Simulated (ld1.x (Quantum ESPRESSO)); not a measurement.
**Transferability test, TM potential for gallium (Ga)**

```
Element                 : Ga (Z = 31)
Generator               : ld1.x (Quantum ESPRESSO) 7.5
Type                    : norm-conserving Troullier–Martins (Kleinman–Bylander form)
Functional              : LDA (PZ)
Relativity              : scalar-relativistic
Frozen core             : [Ar] 3d10
Valence charge          : 3
Reference configuration : 4s2 4p1
Partial waves           : 4s (bound): rc 1.55 bohr; 4p (bound): rc 2.65 bohr
Local potential         : all-electron potential smoothed inside 2.65 bohr (lloc = -2)
Core correction         : a·sin(br)/r model core, default radius (core density twice the valence density)
```

Energies are relative to the spin-unpolarised reference configuration 4s2 4p1; without spin polarisation the order of configurations can differ from experiment. Spin-polarised rows fill each open shell by Hund’s rule, majority spin first.

```csv
valence configuration,charge,ΔE all-electron (eV),error AE − PS (meV)
4s2 4p0,+1,5.888,-17
4s1 4p0,+2,27.391,-211
4s2 4p0.5,+0.5,2.120,-2.4
4s2 4p1.3,-0.3,-0.578,-0.1
4s1 4p1,+1,13.338,-48
4s1 4p2,0,6.612,-13
4s0 4p3,0,13.544,-41
4s2 4p1 (spin-polarised),0,-0.134,-1.1
4s1 4p0 (spin-polarised),+2,27.084,-215
```

Levels in the configuration 4s1 4p0:

```csv
level,all-electron (eV),pseudo (eV)
4s,-26.477,-26.803
```

Note: ghost state, extra bound levels that the all-electron valence spectrum of the same l lacks: s at -434.4 eV. A true bound ghost makes a file unfit for plane-wave use.
